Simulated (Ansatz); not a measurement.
Geometry optimisation, DFT LDA, scalar-relativistic, plane waves, PAW in Ansatz 0.2.0.

The input (input.yaml):

```yaml
crystal:
  lattice:
    - [5.48, 0.0, 0.0]
    - [-4.11, 7.118729, 0.0]
    - [0.0, 0.0, 4.32646]
  atoms:
    - { symbol: Os, position: [0.0, 0.0, 0.0] }
    - { symbol: Os, position: [0.1666667, 0.2222222, 0.5] }
    - { symbol: Os, position: [0.0, 0.3333333, 0.0] }
    - { symbol: Os, position: [0.1666667, 0.5555556, 0.5] }
    - { symbol: Os, position: [0.0, 0.6666667, 0.0] }
    - { symbol: Os, position: [0.1666667, 0.8888889, 0.5] }
    - { symbol: Os, position: [0.5, 0.0, 0.0] }
    - { symbol: Os, position: [0.6666667, 0.2222222, 0.5] }
    - { symbol: Os, position: [0.5, 0.3333333, 0.0] }
    - { symbol: Os, position: [0.6666667, 0.5555556, 0.5] }
    - { symbol: Os, position: [0.5, 0.6666667, 0.0] }
    - { symbol: Os, position: [0.6666667, 0.8888889, 0.5] }
    - { symbol: H, position: [0.3325927, 0.781199, 0.2594005] }
basis:
  ecutwfc: 420.0
kpoints:
  mp_grid: { grid: [4, 3, 4] }
hamiltonian:
  xc: lda
scf:
  occupations: { method: fermi_dirac, width: 0.1 }
  lower_state_search: "off"
relax:
  f_tol: 0.08
  max_steps: 25
  adjacent_minimum: "off"
output:
  write_density: true
  write_potential: true
  elf: true
  volumetric_format: npy
```

Command:

```bash
$ ansatz run input.yaml --threads 4 --pin off --max-ram 10240MiB --backend cpu --events-out ev --progress --plain --runs-dir out
```

Problem. Where does it end, and by what steps?

Solution. It converged. The force dipped under the threshold on the way, but the program's further checks kept it going. Limits of this set-up: coarse k mesh, odd electron count without spin, a small cell, in which the defect meets its images. After 3 steps the energy has fallen by 0.148 eV; Os4 moved furthest, 0.04 Å.

```
step  energy less start (eV)  largest force component (eV/Å)  accepted
   0                  0.0000                           1.127       yes
   1                 -0.0662                           0.988       yes
   2                 -0.1477                           0.049       yes
   3                 -0.1477                           0.049       yes
```

```xyz
13
Lattice="5.4800 0.0000 0.0000 -4.1100 7.1187 0.0000 0.0000 0.0000 4.3265" Properties=species:S:1:pos:R:3
Os 0.002 0.013 0.003
Os -0.002 1.579 2.161
Os -1.369 2.372 0.003
Os -1.372 3.915 2.181
Os -2.769 4.727 -0.014
Os -2.775 6.346 2.180
Os 2.741 0.039 -0.017
Os 2.737 1.586 2.163
Os 1.371 2.379 0.004
Os 1.366 3.943 2.164
Os 0.030 4.730 -0.014
Os 0.030 6.348 2.179
H -1.379 5.550 1.109
```

The run took 52 s on 4 threads of Arm Neoverse V2, on a shared host, peak memory 1 GiB.
